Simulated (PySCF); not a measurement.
Input and output

[Gd(NH2)4]− (singlet in the valence; each metal's 4f electrons, 7 of them, lie in its core potential, out of spins and levels). PySCF 2.14.0, RKS PBE, Gd lcecp-1-SVP with ECP53, N def2-SVP, H def2-SVP; non-relativistic Hamiltonian with scalar-relativistic core potentials where named; density fitting; no spin-orbit coupling. Purpose: all atoms moved at random, sigma 0.1 A.

```python
mol = gto.M(atom='''
Gd     0.07158     0.01762    -0.03101
N      1.29102     1.35199     1.20666
H      2.22510     1.12904     1.77242
H      1.26052     2.37467     1.42156
N     -1.32294    -1.44284     1.30755
H     -1.31771    -1.36677     2.37897
H     -2.30209    -1.75267     1.06243
N      1.36550    -1.25112    -1.05264
H      1.46232    -2.46052    -1.57540
H      2.18292    -0.75079    -1.69515
N     -1.33817     1.21064    -1.31284
H     -2.34857     1.64260    -1.04258
H     -1.22948     1.29815    -2.43999''',
    basis={'Gd': 'lcecp-1-SVP', 'N': 'def2-SVP', 'H': 'def2-SVP'},
    ecp={'Gd': 'lcecp-1-SVP'},
    charge=-1, spin=0)
mf = dft.RKS(mol, xc='PBE')
mf.grids.atom_grid = (50, 194)  # f atoms: unpruned, at least (60, 302)
mf = mf.density_fit()  # fitting sets: Gd AutoAux, N def2-universal-JKFIT, H def2-universal-JKFIT
mf.conv_tol = 1e-08; mf.max_cycle = 55
mf.kernel(dm0)  # dm0: converged density of the relaxed state
mf.nuc_grad_method().kernel()
```

Run from Python with OMP_NUM_THREADS=2; the lines above give its settings. Where DIIS fails, smearing, a level shift and second-order steps follow.
It took 8.6 s on 2 threads of Arm Neoverse V2, on a shared host, from an already converged density.

(1) Where do the frontier levels lie, over both spins?

(2) What does the SCF print?

(3) What are the Mulliken charges and spins?

(4) What forces act on the atoms (eV/Å)?

(5) How does its energy compare with the relaxed singlet of charge -1 in vacuum?

An lcecp potential fixes the number of 4f electrons, so in runs with it no electron can move into or out of that shell.

Results:

(1) HOMO 0.58 eV, LUMO 2.98 eV. The 4f levels lie in the core potential and are missing. The highest filled level lies above zero, as often for anions with such functionals and bases; it isn't the detachment energy.

(2) 
```
init E= -259.248859037722
cycle= 1 E= -259.323476450287  delta_E= -0.0746  |g|= 0.348  |ddm|= 0.929
cycle= 2 E= -259.176580364478  delta_E= 0.147  |g|= 0.835  |ddm|= 1.21
cycle= 3 E= -259.353418700417  delta_E= -0.177  |g|= 0.112  |ddm|= 0.884
cycle= 4 E= -259.356128656222  delta_E= -0.00271  |g|= 0.0431  |ddm|= 0.14
...
cycle= 9 E= -259.356600225652  delta_E= -7.29e-08  |g|= 0.000106  |ddm|= 0.000749
cycle= 10 E= -259.35660022822  delta_E= -2.57e-09  |g|= 6.16e-05  |ddm|= 0.000189
Extra cycle  E= -259.35660022236  delta_E= 5.86e-09  |g|= 0.000166  |ddm|= 0.000212
converged SCF energy = -259.35660022236
```

(3) 
```
atom  charge (e)  spin (e)
 Gd1       0.367     0.000
  N2      -0.449     0.000
  H3       0.059     0.000
  H4       0.059     0.000
  N5      -0.502     0.000
  H6       0.057     0.000
  H7       0.058     0.000
  N8      -0.443     0.000
  H9       0.060     0.000
 H10       0.085     0.000
 N11      -0.507     0.000
 H12       0.082     0.000
 H13       0.073     0.000
```
The spin of the 4f electrons in the core isn't counted.

(4) 
```
Gd  -3.13  0.00  1.91
N    3.11  1.06  2.31
H   -2.02  0.09 -1.36
H   -0.34 -0.37 -0.29
N   -0.15  0.51  0.76
H   -0.13 -0.18 -1.45
H    0.83  0.28  0.29
N    4.50 -4.80 -5.44
H   -0.39  4.40  2.00
H   -2.09 -1.30  1.75
N   -2.19  1.43 -2.43
H    2.66 -1.09 -0.99
H   -0.65 -0.04  2.95
```
Forces carry noise of the integration grid, about 0.01 to 0.03 eV/Å.

(5) It lies 2.218 eV higher.
